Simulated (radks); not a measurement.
Question: Excited configurations of the manganese ion Mn3+: one electron is placed in a higher orbital outside [Ar] 3d3. The ground configuration is [Ar] 3d4. Calculated with a radial shooting solver on a logarithmic mesh with Libxc functionals: non-relativistic Kohn-Sham, PBE, spin-polarised, spherical densities, point nucleus; open shells are filled with parallel spins first. Excitation = E - E(ground); binding = E(ion) - E, where the ion is the core of charge +4; n* = 4/sqrt(2 binding) in atomic units, and the quantum defect is n - n*.

outer orbital  excitation (eV)  binding (eV)     n*  quantum defect  eigenvalue (eV)  <r> (bohr)
4p                      21.688        30.956  2.652           1.348          -26.984       2.527
5s                      33.532        19.112  3.375           1.625          -17.133       4.416
5f                      43.165         9.479  4.792           0.208           -8.250       7.288
6p                      42.328        10.315  4.594           1.406           -9.285       7.925
6d                      44.308         8.336  5.110           0.890           -7.458       9.380
6f                      45.967         6.677  5.710           0.290           -5.928       11.07
7f                      47.708         4.936  6.641           0.359           -4.432       15.58

Estimate the row for 5d.

Answer: excitation (eV) 40.064; binding (eV) 12.580; n* 4.160; quantum defect 0.840; eigenvalue (eV) -11.092; <r> (bohr) 5.972. The Delta-SCF ionisation energy is 52.644 eV (NIST Atomic Spectra Database: 51.2 eV, semi-empirical). Self-interaction in the functional shifts the binding energies and quantum defects, so they are the method's values and not measured ones. Open shells are spherical and high-spin; term and fine-structure splittings are not resolved.
